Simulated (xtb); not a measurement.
The molecule SiN, multiplicity 2 (the spin of the measured ground state). The T1 diagnostic near the minimum is 0.079, so single-reference values are doubtful.

The constants come from a fifth-degree fit in 1/R (seven points, main isotopes). In def2 and cc sets the state is the lowest found near the PBE0 minimum, followed along R.

Programs: xtb for the GFN methods. Each number belongs to the level named beside it. The GFN methods have no spin term and hold the electronic entropy of 300 K.

Energies at GFN1-xTB:

```
R (Å)     E (hartree)
--------  -----------
1.454076  -4.90193200
1.493164  -4.91230175
1.529125  -4.91715197
1.569777  -4.91839864
1.610429  -4.91615456
1.657334  -4.91029906
1.712058  -4.90027164
```

### Question
With a reduced mass of 9.3321 u, find the minimum, the force constant and the constants.

### Answer
A fifth-degree polynomial in 1/R puts the minimum at r_e = 1.5623 Å with force constant 962 N/m. Then ω_e = (1/2πc)√(k/μ) = 1323 cm⁻¹ and B_e = h/(8π²cμr_e²) = 0.7401 cm⁻¹; the cubic and quartic terms give α_e = 0.0060 and ω_e x_e = 7.3 cm⁻¹.
